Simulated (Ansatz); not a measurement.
`C[S][Al]([F])[Cl]` + H₂S → `[F][Al]([SH])[Cl]` + CH₃SH at 700 K and 1 bar (ligand exchange at the Al–S bond).

Isolated molecules relaxed with PBE0-D4/def2-TZVP in Ansatz; ΔE leaves out vibrations. CCSD(T)/CBS adds triple-zeta CCSD(T) − MP2 to the extrapolated MP2 energy (def2 sets, frozen cores). This one scheme is used for every species. One conformer a species, not always the lowest.

| species | CCSD(T)/CBS energy (Eh) | H − E (kJ/mol) | S (J/(mol·K)) |
| --- | --- | --- | --- |
| `C[S][Al]([F])[Cl]` | -1239.41425 | 185.9 | 473.4 |
| H₂S | -398.97279 | 64.8 | 236.9 |
| `[F][Al]([SH])[Cl]` | -1200.16071 | 90.0 | 402.4 |
| CH₃SH | -438.22835 | 160.2 | 309.0 |

H − E and S are ideal-gas, rigid-rotor, harmonic terms from PBE0-D4/def2-TZVP, for one conformer and one mirror image of each species. 1 Eh = 2625.50 kJ/mol, R = 8.31446 J/(mol·K).

Q: By hand: ΔE, ΔH, ΔS and ΔG.

A: ΔE = (-1200.16071) + (-438.22835) − (-1239.41425) − (-398.97279) = -0.00202 Eh = -5.3 kJ/mol. Δ(H − E) = 90.0 + 160.2 − 185.9 − 64.8 = -0.5, so ΔH = -5.8 kJ/mol. ΔS = 402.4 + 309.0 − 473.4 − 236.9 = 1.1 J/(mol·K). ΔG = -5.8 − 700 × (1.1)/1000 = -6.6 kJ/mol.

Q: By hand: the equilibrium constant, and the temperature at which ΔG would vanish if ΔH and ΔS stayed fixed.

A: log₁₀ K = −ΔG/(RT ln 10) = 0.5. ΔH and −TΔS have one sign here, so there is no such temperature.

The number of gas molecules stays the same, so ΔS is small and ΔH decides. A doubt of 5 kJ/mol in ΔE shifts log₁₀ K by 0.4 here. Other conformers and mirror images would add mixing entropy, several J/(mol·K) or more a flexible species. Modes under 60 cm⁻¹, often nearly free rotors, make the harmonic entropy too high. These are equilibria of isolated gas molecules and say nothing of rates. Largest T1 diagnostic: 0.011 (customary marks: 0.02 for closed shells, 0.045 for open ones).

ΔS is within the doubt of such terms, so its sign, and with it that verdict, could turn.
